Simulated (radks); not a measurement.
Species: the beryllium ion Be3+. Configuration: 1s0.5 2s0.5 (fractional occupations, a model configuration).

All-electron calculation, scalar-relativistic Kohn-Sham, Wu-Cohen GGA, spin-unpolarised, spherical densities, finite nucleus; Fermi nuclear charge, rms radius 2.519 fm; without spin polarisation the odd electron is poorly described. Program: a radial shooting solver on a logarithmic mesh with Libxc functionals.

Energy parts (eV):
| part | energy |
|---|---|
| total | -135.053 |
| kinetic | 134.816 |
| electron-nucleus | -270.814 |
| Hartree | 15.954 |
| exchange-correlation | -15.008 |

Orbitals (lengths in bohr, moments of r in powers of bohr; r(90%) holds 90 % of the orbital's charge):
orbital,occ.,eigenvalue (eV),r(90%),<r^4>,<r^2>,<r>
1s,0.5,-202.1168,0.661,0.08702,0.1852,0.3721
2s,0.5,-44.1422,2.40,13.69,2.888,1.575

The highest occupied level is 2s at -44.142 eV. Summed over all electrons, <r^2> = 1.537 bohr^2, which gives a Langevin (diamagnetic) susceptibility term of -1.22 x 10^-6 cm^3/mol. The electron density at the nucleus is 11.71 e/bohr^3 (large components only). The density falls to 0.001 e/bohr^3 at r = 2.54 bohr.
